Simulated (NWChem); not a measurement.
System: C3H5BF2; SMILES C/C=C/B(F)F

Output (shortened):

```
             Northwest Computational Chemistry Package (NWChem) 7.3.0
             --------------------------------------------------------

                             Geometry "geometry" -> ""
                             -------------------------

 Output coordinates in angstroms (scale by  1.889725989 to convert to a.u.)

  No.       Tag          Charge          X              Y              Z
 ---- ---------------- ---------- -------------- -------------- --------------
    1 C                    6.0000    -0.11443200    -2.80240200     0.00000000
    2 C                    6.0000     0.27451300    -1.36672200     0.00000000
    3 C                    6.0000    -0.56373200    -0.31460700     0.00000000
    4 B                    5.0000    -0.03713300     1.13396800     0.00000000
    5 F                    9.0000    -0.85345000     2.17635700     0.00000000
    6 F                    9.0000     1.26099900     1.40493100     0.00000000
    7 H                    1.0000     0.30382400    -3.31782000    -0.88108300
    8 H                    1.0000     0.30382400    -3.31782000     0.88108300
    9 H                    1.0000    -1.20538100    -2.93719300     0.00000000
   10 H                    1.0000     1.35413800    -1.16267800     0.00000000
   11 H                    1.0000    -1.64492000    -0.49833100     0.00000000

 Effective nuclear repulsion energy (a.u.)     207.7698567111

                              NWChem Property Module
                              ----------------------

                                 NWChem DFT Module
                                 -----------------

 Summary of "ao basis" -> "ao basis" (spherical)
 ------------------------------------------------------------------------------
       Tag                 Description            Shells   Functions and Types
 ---------------- ------------------------------  ------  ---------------------
 C                           sto-3g                  3        5   2s1p
 B                           sto-3g                  3        5   2s1p
 F                           sto-3g                  3        5   2s1p
 H                           sto-3g                  1        1   1s

            General Information
            -------------------
          SCF calculation type: DFT
          Wavefunction type:  closed shell.
          No. of atoms     :    11
          No. of electrons :    46
           Alpha electrons :    23
            Beta electrons :    23
          Charge           :     0
          Spin multiplicity:     1
          Use of symmetry is: off; symmetry adaption is: off
          Maximum number of iterations: 150
          AO basis - number of functions:    35
                     number of shells:    23
          Convergence on energy requested:  1.00D-06
          Convergence on density requested:  1.00D-05
          Convergence on gradient requested:  5.00D-04

              XC Information
              --------------
                         B3LYP Method XC Potential
                     Hartree-Fock (Exact) Exchange  0.200
                        Slater Exchange Functional  0.800 local
                    Becke 1988 Exchange Functional  0.720 non-local
              Lee-Yang-Parr Correlation Functional  0.810
                  VWN I RPA Correlation Functional  0.190 local

             Grid Information
             ----------------
          Grid used for XC integration:  medium
          Radial quadrature: Mura-Knowles
          Angular quadrature: Lebedev.
          Tag              B.-S. Rad. Rad. Pts. Rad. Cut. Ang. Pts.
          ---              ---------- --------- --------- ---------
          C                   0.70       49          10.0       434
          B                   0.85       49          11.0       434
          F                   0.50       49          12.0       434
          H                   0.35       45          11.0       434
          Grid pruning is: on
          Number of quadrature shells:   519
          Spatial weights used:  Erf1

      Superposition of Atomic Density Guess
      -------------------------------------

 Sum of atomic energies:        -334.02829623

      Non-variational initial energy
      ------------------------------

 Total energy =    -335.094624
 1-e energy   =    -878.810120
 2-e energy   =     335.945639
 HOMO         =      -0.122735
 LUMO         =       0.197695

   convergence    iter        energy       DeltaE   RMS-Dens  Diis-err
 ---------------- ----- ----------------- --------- --------- ---------
 d= 0,ls=0.0,diis     1   -337.1779380958 -5.45D+02  5.24D-02  7.87D-01
 d= 0,ls=0.0,diis     2   -337.1466377057  3.13D-02  2.80D-02  1.22D+00
 d= 0,ls=0.0,diis     3   -337.3343893310 -1.88D-01  2.48D-03  2.68D-03
 d= 0,ls=0.0,diis     4   -337.3345675642 -1.78D-04  1.29D-03  1.82D-03
 d= 0,ls=0.0,diis     5   -337.3348521465 -2.85D-04  3.06D-04  1.02D-04
  Resetting Diis
 d= 0,ls=0.0,diis     6   -337.3348673687 -1.52D-05  9.27D-05  7.23D-06
 d= 0,ls=0.0,diis     7   -337.3348681616 -7.93D-07  9.34D-05  1.96D-06
 d= 0,ls=0.0,diis     8   -337.3348676652  4.96D-07  5.83D-05  5.08D-06
 d= 0,ls=0.0,diis     9   -337.3348684770 -8.12D-07  6.83D-06  5.92D-08

[...]

 DFT Linear Response polarizability / au
 Frequency  =       0.0773000 / au
 Wavelength =     589.4353558 / nm
              X              Y              Z
 -----------------------------------------------
 X      25.7082797     -5.3541098      0.0000000
 Y      -5.3541017     41.5956188      0.0000000
 Z       0.0000000      0.0000000     10.6910121
 -----------------------------------------------
 Eigenvalues =      24.0723680     43.2315306     10.6910121
 Isotropic   =      25.9983035
 Anisotropic =      28.3286034
 -----------------------------------------------

 Magnetic Dipole Response Matrix (nonzero elements):

 Exiting AOResponse driver routine
```

Level: B3LYP/STO-3G. STO-3G and 3-21G are far too small for this property and stand as cheap habits. Structure relaxed at the PBE0/def2-SVP level.

Task: Which NWChem input produces such a log?

Result: One answer among several that fit: the input that was run:
```
start job
memory heap 200 mb stack 900 mb global 1100 mb
geometry units angstroms noautosym nocenter noautoz
  C     -0.114432    -2.802402     0.000000
  C      0.274513    -1.366722     0.000000
  C     -0.563732    -0.314607     0.000000
  B     -0.037133     1.133968     0.000000
  F     -0.853450     2.176357     0.000000
  F      1.260999     1.404931     0.000000
  H      0.303824    -3.317820    -0.881083
  H      0.303824    -3.317820     0.881083
  H     -1.205381    -2.937193     0.000000
  H      1.354138    -1.162678     0.000000
  H     -1.644920    -0.498331     0.000000
end
basis spherical
  * library sto-3g
end
dft
  xc b3lyp
  iterations 150
end
property
  response 1 0.0773
end
task dft property
```
